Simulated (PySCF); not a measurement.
Ionisation energy of Ar⁺ by level of theory

Ar⁺ [Ne] 3s2 3p5 (2P) → Ar²⁺ [Ne] 3s2 3p4 (3P), as a difference of total energies. All numbers are calculated (PySCF 2.14, the spin-free X2C one-electron Hamiltonian (Gaussian nucleus), in aug-cc-pVQZ-DK (7s6p4d3f2g, 84 functions)). Correlated levels: valence: [Ne] frozen. The calculations carry no spin-orbit coupling.

```
           method  ionisation energy (eV)  plus first-order spin-orbit estimate  error of that sum (eV)
              UHF                  26.358                                26.351                  -1.279
              LDA                  27.819                                27.813                  +0.183
              PBE                  27.583                                27.576                  -0.054
             PBE0                  27.596                                27.590                  -0.040
           r2SCAN                  27.656                                27.650                  +0.020
           PBEsol                  27.556                                27.549                  -0.081
        BHandHLYP                  27.524                                27.518                  -0.112
            wB97X                  27.623                                27.616                  -0.014
             TPSS                  27.590                                27.583                  -0.047
             ROHF                  26.376                                26.370                  -1.260
    MP2 (valence)                  27.479                                27.473                  -0.157
SCS-MP2 (valence)                  27.497                                27.490                  -0.140
```

Reference: 27.630 eV (measured; NIST Atomic Spectra Database, ionization energies).

A first-order spin-orbit estimate (lowest level to lowest level, LS coupling) adds -0.006 eV.

Errors of the correlated levels include the incompleteness of this basis and the frozen core.
